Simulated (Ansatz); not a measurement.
The first iterations of a band of Cl₃FH₂HfO (8 atoms, charge 0, multiplicity 1).

The calculation used Ansatz 0.2.0, RKS LDA/def2-SVP.

- movable images: 5
- climbing image: yes
- spring: 5.0 eV/Å²
- optimiser: quadratic models (default)
- start path: through a guess of the saddle point
- force threshold: 0.03 eV/Å
- iteration limit: 60
- end points: relaxed

Image 0:

```xyz
8
Properties=species:S:1:pos:R:3
Hf 0.129 -0.630 -0.115
O 0.469 0.021 2.044
H -0.248 0.625 2.343
Cl 2.103 0.384 -0.817
Cl -1.655 0.885 0.317
Cl -0.739 -1.590 -2.055
F 0.421 -2.241 0.864
H 0.573 -0.711 2.688
```

Image 6:

```xyz
8
Properties=species:S:1:pos:R:3
Hf 0.488 -0.096 0.012
O -0.531 -0.663 1.969
H -1.202 -1.366 1.820
Cl 1.759 -0.138 -1.942
Cl -0.312 2.087 0.121
Cl -1.138 -1.707 -0.637
F 1.904 -0.439 1.244
H 0.085 -0.934 2.682
```

| iteration | highest image above the first end (eV) | largest band force component (eV/Å) |
| --- | --- | --- |
| 1 | 3.786 | 6.746 |
| 2 | 1.934 | 2.359 |
| 3 | 1.030 | 1.383 |
| 4 | 0.682 | 0.442 |
| 5 | 0.545 | 0.557 |
| 6 | 0.471 | 0.509 |
| 7 | 0.373 | 0.481 |
| 8 | 0.271 | 0.490 |

Task: Does the band converge within its limit, and where does its top end?

Result: The forces met the threshold. It ended after 24 iterations with the highest image 0.047 eV above the first end. The profile has 2 maxima (images 2, 5) with wells between them (image 4): this band takes more than one step, which may be the mechanism or a detour left from its start path. A vibrational analysis at the climbing image gives no mode beyond 40i cm⁻¹: the surface is too flat there to confirm a saddle point.

The run took 75 s on 4 threads of Intel(R) Xeon(R) 6975P-C (Granite Rapids) (shared host), peak memory 0.2 GiB.
